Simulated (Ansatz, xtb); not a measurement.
**Isomers of C4H9BO3 in order of energy**

6 gas-phase structures of C4H9BO3, from a drawn sample of its isomers (lower ones may exist). Each was relaxed with GFN2-xTB; where two conformers were screened, the lower at r2SCAN-D4/def2-SVP//GFN2-xTB is listed:

A. `CCOB1OCCO1`, a singlet
B. `COB(O)OC1CC1`, a singlet
C. `CC[C@@H]1COB(O)O1`, a singlet
D. `COB1OC[C@H](C)O1`, a singlet
E. `COB1OCCCO1`, a singlet
F. `CO[C@@H]1CCOBO1`, a singlet

Estimate their order in r2SCAN-D4/def2-SVP//GFN2-xTB energy at these geometries, lowest first.

Calculated order at r2SCAN-D4/def2-SVP//GFN2-xTB: C (0.0), E (11.0), D (12.0), A (13.1), B (28.5), F (44.8) kcal/mol. Less than 1 kcal/mol parts E and D, so the order within that pair means little.

Energies above the lowest of each column, in kcal/mol; the last columns are at r2SCAN-D4/def2-SVP geometries and were run for some of them only (a dash: not run or not comparable):

| structure | GFN2-xTB | HF/STO-3G | r2SCAN-D4/def2-SVP//GFN2-xTB | r2SCAN-D4/def2-SVP | CCSD(T)/def2-SVP + ΔMP2/def2-TZVPP |
| --- | --- | --- | --- | --- | --- |
| C | 0.0 | 0.0 | 0.0 | 0.0 | 0.0 |
| E | 6.9 | 3.4 | 11.0 | 11.4 | 13.8 |
| D | 6.4 | 1.0 | 12.0 | 12.1 | 13.3 |
| A | 7.7 | 1.3 | 13.1 | 13.2 | – |
| B | 23.7 | 48.5 | 28.5 | – | – |
| F | 22.2 | 35.2 | 44.8 | – | – |

Every level run on C puts it lowest or level with the lowest. CCSD(T)/def2-SVP + ΔMP2/def2-TZVPP orders those it was run on as C (0.0), D (13.3), E (13.8) kcal/mol. Less than 1 kcal/mol parts D and E, so the order within that pair means little. Flexible structures stand in one conformer each, not always the lowest. E keeps a small imaginary mode. Frequencies (GFN2-xTB) were run for C, D, E alone. ΔMP2 is the change of the MP2 energy from the smaller to the larger basis.

Over these structures GFN2-xTB departs from r2SCAN-D4/def2-SVP//GFN2-xTB by 5.2 kcal/mol on average once a common shift is removed. A GFN2-xTB relaxation took about 0.19 s and the r2SCAN-D4/def2-SVP//GFN2-xTB energy about 1.9 s on a shared host (Ansatz 0.2.0, xtb 6.7.1).
